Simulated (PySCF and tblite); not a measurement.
Results of a calculation; reference values are marked as such.
System: C7H5NO2, numbered as in [OH:1][c:2]1[cH:3][cH:4][c:5]2[cH:6][n:7][o:8][c:9]2[cH:10]1.

Motion: rotation about the C2–O1 bond (torsion C3–C2–O1–H from -180° to 0°, rising). GFN2-xTB gives an electronic barrier of 6.4 kcal/mol and a reaction energy of 0.6 kcal/mol.

(1) What does PBE0/pcSseg-1 + D3(BJ) give on GFN2-xTB geometries?

Programs: tblite and PySCF.

Answers

(1) A barrier of 4.4 kcal/mol, 2.0 below the tight-binding barrier (from unrounded values), a reaction energy of 0.3 kcal/mol and, with GFN2-xTB thermal terms, ΔG‡(298 K) = 3.6 kcal/mol and k = 2.7×10¹⁰ s⁻¹ (2 equivalent paths).
